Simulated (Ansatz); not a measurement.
Reaction (homolysis of the O–Si bond): `C[SiH2][SiH2]O` → `[OH]`• + `C[SiH2][SiH2]`•

Computed with Ansatz on PBE0-D4/def2-TZVP structures; ΔE is electronic, products minus reactants. CBS: MP2 limit from def2 TZ/QZ plus the TZ coupled-cluster correction, frozen cores. This one scheme is used for every species. DFT in def2-TZVPP. No spin–orbit coupling; open shells (•) take unrestricted orbitals. Each species was taken in one conformer, which may not be the lowest.

CCSD(T)/CBS gives +514.7 kJ/mol.

(1) Another level gave +488.1 kJ/mol. Which?
A. CCSD/def2-TZVPP
B. SCS-MP2/def2-TZVPP
C. LDA (SPW92)/def2-TZVPP
D. revPBE-D4/def2-TZVPP

Largest T1 diagnostic among the species: 0.013.

Answers

(1) A. CCSD/def2-TZVPP 488.1, LDA (SPW92) 576.9, revPBE-D4 477.8, SCS-MP2/def2-TZVPP 519.1 kJ/mol.

Leaving LDA and LC-ωPBE aside and taking each functional with its dispersion term where it has one, the values, not all of them listed here, spread over 34.9 kJ/mol, from r2SCAN0-D4 to ωB97M-V. LDA lies +82.5 kJ/mol from PBE without D4, its usual overbinding. The D4 term adds +5.2 kJ/mol with B3LYP and +3.0 kJ/mol with PBE0; it sums over pairs of atoms, weighted by their polarisabilities, and B3LYP, whose exchange is more repulsive, gets the larger term.

B3LYP here is the variant with VWN-RPA as its local correlation; programs differ in this.
